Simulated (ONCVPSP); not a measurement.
Scattering properties, ONCV potential for Pm

```
Element                 : promethium
Generator               : ONCVPSP 4.0.1
Type                    : optimised norm-conserving Vanderbilt (ONCV)
Functional              : PBE
Relativity              : scalar-relativistic
Frozen core             : [Kr] 4d10
Valence charge          : 15
Reference configuration : 4f5 5s2 5p6 6s1.75 6p0.25
Partial waves           : 5s+6s: rc 2.30 bohr, ncon 4, nbas 7, qcut 4.3 1/bohr, 2 projectors; 5p+6p: rc 2.85 bohr, ncon 3, nbas 7, qcut 4.3 1/bohr, 2 projectors; d scattering state at 0.45 Ha: rc 2.60 bohr, ncon 4, nbas 7, qcut 4.3 1/bohr, 1 projector; 4f: rc 1.50 bohr, ncon 4, nbas 9, qcut 13.3 1/bohr, 1 projector
Local potential         : polynomial inside 1.35 bohr (lpopt 5, dvloc0 0 Ha)
Core correction         : Teter function, fcfact 5.75, rcfact 1.05
```

In the d channel the program set the typed energies aside and used 0.050 Ha.

The phase is arctan(r·R′/R) of the radial function R(r), unwrapped; energies in Ha, scanned from -3 to 5 Ha. A pole is an energy at which the radial function vanishes at the test radius. The pseudo phase is shifted by a multiple of π to meet the all-electron one at the reference energy, and phase errors are pseudo minus all-electron; the curves can meet again beyond the range given. Levels narrower than the energy grid can be missing from the lists of poles.

| channel | radius (bohr) | reference energy (Ha) | poles, all-electron | poles, pseudo | unbroken range about the reference energy with phases within 0.05 rad | phase error 1 Ha above the reference energy (rad) |
| --- | --- | --- | --- | --- | --- | --- |
| s | 2.34 | -0.14 | -1.33, 3.45 | -1.33, 0.61, 3.53 | below 0.5 | -3.080 |
| p | 2.89 | -0.05 | -0.73, 2.19 | -0.73, 2.07, 3.65 | below 2.5 | -0.004 |
| d | 2.64 | 0.05 | 0.60, 4.28 | 0.59, 3.30 | below 1.3 | -0.016 |
| f | 1.52 | -0.09 | 0.41 | 0.43 | below 1.3 | +0.028 |

Note: no bound ghost flagged; GHOST(+) flagged for s at 16.7 eV.

Phases in the s channel:

```json
{"E (Ha)": "-2.98", "all-electron": "1.282", "pseudo": "1.282"}
{"E (Ha)": "-2.54", "all-electron": "1.202", "pseudo": "1.202"}
{"E (Ha)": "-2.10", "all-electron": "0.947", "pseudo": "0.946"}
{"E (Ha)": "-1.66", "all-electron": "-1.063", "pseudo": "-1.063"}
{"E (Ha)": "-1.22", "all-electron": "-1.629", "pseudo": "-1.629"}
{"E (Ha)": "-0.78", "all-electron": "-1.783", "pseudo": "-1.784"}
{"E (Ha)": "-0.34", "all-electron": "-1.931", "pseudo": "-1.931"}
{"E (Ha)": "0.10", "all-electron": "-2.201", "pseudo": "-2.202"}
{"E (Ha)": "0.54", "all-electron": "-2.977", "pseudo": "-3.095"}
{"E (Ha)": "0.98", "all-electron": "-4.002", "pseudo": "-7.103"}
{"E (Ha)": "1.42", "all-electron": "-4.369", "pseudo": "-7.496"}
{"E (Ha)": "1.86", "all-electron": "-4.517", "pseudo": "-7.649"}
{"E (Ha)": "2.30", "all-electron": "-4.597", "pseudo": "-7.732"}
{"E (Ha)": "2.74", "all-electron": "-4.650", "pseudo": "-7.785"}
{"E (Ha)": "3.18", "all-electron": "-4.691", "pseudo": "-7.826"}
{"E (Ha)": "3.62", "all-electron": "-4.726", "pseudo": "-7.861"}
{"E (Ha)": "4.06", "all-electron": "-4.759", "pseudo": "-7.894"}
{"E (Ha)": "4.50", "all-electron": "-4.796", "pseudo": "-7.930"}
{"E (Ha)": "4.94", "all-electron": "-4.843", "pseudo": "-7.977"}
```
